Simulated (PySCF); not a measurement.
[OsSe2]+: breathing scan

Level of theory: PySCF, UB3LYP, basis Os def2-SVP with ECP60, Se def2-SVP (scalar-relativistic core potentials, no spin–orbit coupling, density fitting).

Rigid scan from the doublet minimum (Os–Se 2.188 Å (×2); Se–Os–Se 111.2°). Coordinate: all bonds to the central atom scaled together. Energies in kJ/mol from the minimum.

```
scale of all bonds to the centre  E (kJ/mol)  dipole size (D, about the centre of mass)  ⟨S²⟩
                            0.88       300.8                                       0.43  0.78
                            0.92       115.1                                       0.46  0.80
                            0.96        24.8                                       0.50  0.86
                            1.00         0.0                                       0.55  0.94
                            1.04        18.6                                       0.61  1.05
                            1.08        64.2                                       0.66  1.21
                            1.14       152.7                                       0.68  1.78
                            1.22       264.1                                       0.70  2.68
                            1.35       403.3                                       0.87  3.45
```

Spin contamination is strong at 1.04, 1.08, 1.14, 1.22, 1.35, so these points are less reliable.

With open d or f shells other occupations or spin states may lie lower. With an element this heavy the missing spin–orbit coupling can shift these numbers.
